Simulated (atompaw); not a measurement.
**Cutoff test, Cu, PAW (atompaw)**

* Element: Cu
* Generator: atompaw 4.2.0.5
* Type: PAW
* Functional: LDA (PW92)
* Relativity: scalar-relativistic
* Frozen core: [Ar]
* Valence charge: 11
* Reference configuration: 3d10 4s0 4p1
* Partial waves: 4s (bound, empty); 4s channel at 1.55 Ry; 4p (bound); 4p channel at 4.9 Ry; 3d (bound); 3d channel at 1.8 Ry
* Local potential: troulliermartins scheme with l = 3 at 0 Ry, radius 2.25 bohr
* Core correction: smooth core density matched at 1.90 bohr
* Augmentation charge: gaussian compensation charge, radius 2.25 bohr; PAW radius 3.00 bohr; waves and projectors: bloechl

The pseudo-atom Hamiltonian at the reference potential is diagonalised in spherical Bessel functions j_l(qr) that vanish at 20 bohr, with q² up to the cutoff. All-electron valence levels (Ry): 4s -0.4641, 4p -0.1362, 3d -0.5444.

**Question.** How do the lowest levels (Ry) of each channel move with the cutoff, and are there ghosts?

**Answer.**

| cutoff (Ry) | s #1 | p #1 | d #1 | d #2 | f #1 | Σ f·Δε (mRy) |
| --- | --- | --- | --- | --- | --- | --- |
| 8 | -0.4581 | -0.1309 | -0.4360 | 0.0329 | 0.0885 | 1088.8 |
| 10 | -0.4619 | -0.1334 | -0.4788 | 0.0324 | 0.0885 | 657.9 |
| 15 | -0.4631 | -0.1359 | -0.5213 | 0.0317 | 0.0885 | 231.2 |
| 18 | -0.4633 | -0.1361 | -0.5354 | 0.0313 | 0.0885 | 89.3 |
| 25 | -0.4638 | -0.1361 | -0.5428 | 0.0311 | 0.0885 | 15.9 |
| 30 | -0.4640 | -0.1361 | -0.5441 | 0.0310 | 0.0885 | 2.6 |
| 40 | -0.4641 | -0.1361 | -0.5444 | 0.0309 | 0.0885 | 0.1 |
| 45 | -0.4641 | -0.1361 | -0.5444 | 0.0309 | 0.0885 | 0.1 |
| 400 | -0.4641 | -0.1361 | -0.5444 | 0.0309 | 0.0885 | 0.0 |

Result: no extra level below or beside the all-electron valence levels (s, p, d, f tested); 10 mRy is reached at 30 Ry and 1 mRy at 35 Ry.
